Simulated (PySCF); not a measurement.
C₆H₇FS₂.
Cartesian coordinates in Å at the PBE0-D3(BJ)/def2-SVP level; atoms count from 1:
```
atom  x, y, z in Å
C1     2.738    0.344    0.116
C2     1.751   -0.354    0.044
C3     0.551   -1.169   -0.055
C4    -0.558   -0.525   -0.895
C5    -1.103    0.784   -0.349
F6    -2.031    1.252   -1.259
C7    -1.791    0.674    1.000
S8    -0.615    0.215    2.303
S9    -0.092   -1.656    1.603
H10    3.619    0.954    0.187
H11    0.813   -2.141   -0.508
H12   -1.389   -1.240   -0.992
H13   -0.168   -0.324   -1.906
H14   -0.292    1.530   -0.279
H15   -2.196    1.657    1.287
H16   -2.620   -0.050    0.963
```

Computed with PySCF at PBE0/def2-SVPD, non-relativistic, on one gas-phase PBE0-D3(BJ)/def2-SVP geometry that isn't relaxed in the solvent. The solvent is an IEF-PCM continuum (Bondi radii, 1.10 Å for H, scaled by 1.2). Specific hydrogen bonds and non-electrostatic terms are outside this model.

Gas phase at PBE0/def2-SVPD: HOMO -6.71 eV, LUMO -0.98 eV, dipole 1.08 D.

**Question.** What does the continuum do to the energy, the frontier levels and the dipole at PBE0/def2-SVPD in chloroform and dichloromethane?

**Answer.** 
| solvent | ε | E(solvent) − E(gas) (kcal/mol) | polarisation term (kcal/mol) | distortion of the solute (kcal/mol) | HOMO (eV) | LUMO (eV) | dipole (D) |
| --- | --- | --- | --- | --- | --- | --- | --- |
| chloroform | 4.711 | -4.98 | -5.49 | 0.51 | -6.71 | -0.91 | 1.45 |
| dichloromethane | 8.93 | -6.00 | -6.78 | 0.78 | -6.72 | -0.91 | 1.55 |

Polarisation term: ½ Σ q·V over the induced surface charges. Distortion: the rise of the solute's own energy as its density leaves the gas-phase optimum. From chloroform to dichloromethane the lowering changes by a factor 1.21, Onsager's factor (ε − 1)/(2ε + 1) by 1.18 and ε itself by 1.9.

**Question.** Which radius a makes the point-dipole formula ΔE = −[(ε − 1)/(2ε + 1)]·μ²/a³ give the value in dichloromethane, with the gas-phase dipole?

**Answer.** μ = 0.424 au and |ΔE| = 0.00957 Eh give a = 1.05 Å; the farthest nucleus lies 3.95 Å from the centroid of the nuclei, so such a sphere wouldn't even hold the nuclei. The formula assumes a rigid point dipole at the centre of a sphere.

**Question.** Give the dipole vector in the frame of the coordinates (D, pointing from negative to positive charge), gas and dichloromethane.

**Answer.** Gas (0.53, -0.04, -0.94), solvent (0.40, -0.09, -1.49). Its length changes by +44 % and its direction by 15°.

**Question.** How does the static polarisability (PBE0/def2-SVPD, frozen core, with the continuum's full static response) change?

**Answer.** 
```json
{"medium": "gas", "isotropic (au)": "106.8", "principal values (au)": "100.8, 102.9, 116.6", "⟨r²⟩ of the electrons (bohr²)": "1493.7"}
{"medium": "chloroform", "isotropic (au)": "136.8", "principal values (au)": "129.5, 133.8, 147.1", "⟨r²⟩ of the electrons (bohr²)": "1493.5"}
{"medium": "dichloromethane", "isotropic (au)": "144.4", "principal values (au)": "136.5, 142.0, 154.5", "⟨r²⟩ of the electrons (bohr²)": "1493.5"}
```

The isotropic value in dichloromethane is 1.35 times the gas-phase one; no cavity-field correction is applied. ⟨r²⟩ is taken about the centre of nuclear charge.
